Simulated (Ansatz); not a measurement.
Ansatz (a program for electronic structure) input for C6H5, SMILES [c]1ccccc1 (connectivity only; charge and spin as stated), charge +1, multiplicity 1, B3LYP-D3(BJ)/def2-SVP. 

Ansatz 0.2 input:
```yaml
crystal:
  periodic: [false, false, false]
  atoms:
    - {symbol: C, position_ang: [-0.00000000, 0.00000000, -1.24505704]}
    - {symbol: C, position_ang: [0.00000000, -1.24192225, -0.80136519]}
    - {symbol: C, position_ang: [0.00000000, -1.20365638, 0.61705250]}
    - {symbol: C, position_ang: [-0.00000000, -0.00000000, 1.29184816]}
    - {symbol: C, position_ang: [0.00000000, 1.20365638, 0.61705250]}
    - {symbol: C, position_ang: [-0.00000000, 1.24192225, -0.80136520]}
    - {symbol: H, position_ang: [-0.00000000, -2.17013503, -1.34612590]}
    - {symbol: H, position_ang: [-0.00000000, -2.15866688, 1.12441069]}
    - {symbol: H, position_ang: [-0.00000000, 0.00000000, 2.37443598]}
    - {symbol: H, position_ang: [0.00000000, 2.15866688, 1.12441070]}
    - {symbol: H, position_ang: [0.00000000, 2.17013503, -1.34612590]}
basis:
  gaussian:
    orbitals: def2-SVP
hamiltonian:
  xc: b3lyp
  dispersion: d3bj
total_charge: 1
relax: {f_tol: 0.002, max_steps: 200}
```

Log of the run:

```
WARN ansatz: RAYON_NUM_THREADS=1 ignored (pool sized by the plan → 1); use --threads N
Functional definition: B3LYP
integrals: 0.07 GiB planned
1277 factors; integrals over basis functions are off by at most 4.4e-4 eV
mean field: 0.46 GiB planned
mean field evaluation 1: about -6276.9310 eV, gradient 6.4e1 eV
mean field evaluation 2: about -6267.3795 eV, gradient 8.9e1 eV
mean field evaluation 4: about -6288.0548 eV, gradient 5.3e0 eV
mean field evaluation 8: about -6288.1763 eV, gradient 1.7e-1 eV
mean field evaluation 16: about -6288.1764 eV, gradient 5.1e-5 eV
mean field -6288.17639231 eV, -231.0862201383 hartree, gradient 5.1e-5 eV, S^2 0.000000; 0 other end points of the search recorded, 0 dependent functions left out
the calculation of the forces begins
reference -6288.17662686 eV, -231.0862287579 hartree; 20, 20 occupied and 89, 89 virtual orbitals, 1277 factors
relax step   1: F+E_penalty+E_count = -6288.65675249 eV  Δ(F+E_penalty+E_count) = +0.000e0 eV  max|allowed force component| = 9.262e-1 eV/Å  Δτ_max = 0.0000 Å  (30 SCF iters, accepted)
these checks for a lower state are left out or cut short: starts, cluster_reference, orbital_swaps, neighbouring_geometries, increment
integrals: 0.07 GiB planned
1277 factors; integrals over basis functions are off by at most 4.5e-4 eV
mean field: 0.46 GiB planned
mean field -6288.26785781 eV, -231.0895814335 hartree, gradient 1.7e-5 eV, S^2 0.000000; 0 other end points of the search recorded, 0 dependent functions left out
the calculation of the forces begins
reference -6288.26809195 eV, -231.0895900380 hartree; 20, 20 occupied and 89, 89 virtual orbitals, 1277 factors
relax step   2: F+E_penalty+E_count = -6288.74536964 eV  Δ(F+E_penalty+E_count) = -8.862e-2 eV  max|allowed force component| = 7.725e-1 eV/Å  Δτ_max = 0.0336 Å  (33 SCF iters, accepted)
these checks for a lower state are left out or cut short: starts, cluster_reference, orbital_swaps, neighbouring_geometries, increment
integrals: 0.07 GiB planned
1277 factors; integrals over basis functions are off by at most 4.5e-4 eV
mean field: 0.46 GiB planned
mean field evaluation 32: about -6288.2947 eV, gradient 1.9e-5 eV
mean field -6288.29465839 eV, -231.0905663365 hartree, gradient 1.9e-5 eV, S^2 0.000000; 0 other end points of the search recorded, 0 dependent functions left out
the calculation of the forces begins
reference -6288.29489224 eV, -231.0905749304 hartree; 20, 20 occupied and 89, 89 virtual orbitals, 1277 factors
relax step   3: F+E_penalty+E_count = -6288.76961201 eV  Δ(F+E_penalty+E_count) = -2.424e-2 eV  max|allowed force component| = 2.433e-1 eV/Å  Δτ_max = 0.0275 Å  (33 SCF iters, accepted)
these checks for a lower state are left out or cut short: starts, cluster_reference, orbital_swaps, neighbouring_geometries, increment
integrals: 0.07 GiB planned
1277 factors; integrals over basis functions are off by at most 4.5e-4 eV
mean field: 0.46 GiB planned
mean field -6288.29579411 eV, -231.0906080735 hartree, gradient 1.7e-5 eV, S^2 0.000000; 0 other end points of the search recorded, 0 dependent functions left out
the calculation of the forces begins
reference -6288.29602791 eV, -231.0906166657 hartree; 20, 20 occupied and 89, 89 virtual orbitals, 1277 factors
relax step   4: F+E_penalty+E_count = -6288.77030944 eV  Δ(F+E_penalty+E_count) = -6.974e-4 eV  max|allowed force component| = 8.725e-2 eV/Å  Δτ_max = 0.0115 Å  (34 SCF iters, accepted)
these checks for a lower state are left out or cut short: starts, cluster_reference, orbital_swaps, neighbouring_geometries, increment
integrals: 0.07 GiB planned
1277 factors; integrals over basis functions are off by at most 4.5e-4 eV
mean field: 0.46 GiB planned
mean field -6288.29652608 eV, -231.0906349728 hartree, gradient 1.8e-5 eV, S^2 0.000000; 0 other end points of the search recorded, 0 dependent functions left out
the calculation of the forces begins
reference -6288.29675991 eV, -231.0906435661 hartree; 20, 20 occupied and 89, 89 virtual orbitals, 1277 factors
relax step   5: F+E_penalty+E_count = -6288.77106265 eV  Δ(F+E_penalty+E_count) = -7.532e-4 eV  max|allowed force component| = 1.802e-2 eV/Å  Δτ_max = 0.0080 Å  (26 SCF iters, accepted)
these checks for a lower state are left out or cut short: starts, cluster_reference, orbital_swaps, neighbouring_geometries, increment
integrals: 0.07 GiB planned
1277 factors; integrals over basis functions are off by at most 4.5e-4 eV
mean field: 0.46 GiB planned
mean field -6288.29652293 eV, -231.0906348573 hartree, gradient 2.9e-5 eV, S^2 0.000000; 0 other end points of the search recorded, 0 dependent functions left out
the calculation of the forces begins
reference -6288.29675676 eV, -231.0906434501 hartree; 20, 20 occupied and 89, 89 virtual orbitals, 1277 factors
relax step   6: F+E_penalty+E_count = -6288.77108370 eV  Δ(F+E_penalty+E_count) = -2.106e-5 eV  max|allowed force component| = 4.284e-3 eV/Å  Δτ_max = 0.0010 Å  (24 SCF iters, accepted)
these checks for a lower state are left out or cut short: starts, cluster_reference, orbital_swaps, neighbouring_geometries, increment
integrals: 0.07 GiB planned
1277 factors; integrals over basis functions are off by at most 4.5e-4 eV
mean field: 0.46 GiB planned
mean field -6288.29652685 eV, -231.0906350012 hartree, gradient 2.7e-5 eV, S^2 0.000000; 0 other end points of the search recorded, 0 dependent functions left out
the calculation of the forces begins
reference -6288.29676067 eV, -231.0906435939 hartree; 20, 20 occupied and 89, 89 virtual orbitals, 1277 factors
relax step   7: F+E_penalty+E_count = -6288.77108591 eV  Δ(F+E_penalty+E_count) = -2.210e-6 eV  max|allowed force component| = 9.115e-4 eV/Å  Δτ_max = 0.0005 Å  (21 SCF iters, accepted)
integrals: 0.07 GiB planned
1277 factors; integrals over basis functions are off by at most 4.5e-4 eV
mean field: 0.46 GiB planned
mean field evaluation 64: about -6288.2520 eV, gradient 9.2e-1 eV
mean field -6288.29652685 eV, -231.0906350012 hartree, gradient 2.7e-5 eV, S^2 0.000000; 1 other end points of the search recorded, 0 dependent functions left out
the calculation of the forces begins
reference -6288.29676067 eV, -231.0906435939 hartree; 20, 20 occupied and 89, 89 virtual orbitals, 1277 factors
Total energy: -6288.77131974 eV, -231.1080833180 hartree
Atom 0 at     0.000000     0.000000    -1.191640 Å, force    -0.000000    -0.000000     0.000207 eV/Å
Atom 1 at     0.000000    -1.274504    -0.814555 Å, force    -0.000000     0.000875     0.000067 eV/Å
Atom 2 at     0.000000    -1.216509     0.620567 Å, force     0.000000    -0.000403    -0.000911 eV/Å
Atom 3 at    -0.000000    -0.000000     1.306731 Å, force    -0.000000    -0.000000     0.000679 eV/Å
Atom 4 at    -0.000000     1.216509     0.620567 Å, force     0.000000     0.000403    -0.000911 eV/Å
Atom 5 at     0.000000     1.274504    -0.814555 Å, force    -0.000000    -0.000875     0.000067 eV/Å
Atom 6 at    -0.000000    -2.200572    -1.392925 Å, force     0.000000    -0.000289     0.000402 eV/Å
Atom 7 at    -0.000000    -2.183685     1.134759 Å, force    -0.000000    -0.000362     0.000186 eV/Å
Atom 8 at     0.000000    -0.000000     2.398389 Å, force    -0.000000     0.000000    -0.000375 eV/Å
Atom 9 at    -0.000000     2.183685     1.134759 Å, force    -0.000000     0.000362     0.000186 eV/Å
Atom 10 at    -0.000000     2.200572    -1.392925 Å, force     0.000000     0.000289     0.000402 eV/Å
Dipole moment:     0.000000     0.000000    -0.267843 e Å
```

The calculation finished and met its thresholds.

Cost: very roughly 50 core-seconds.
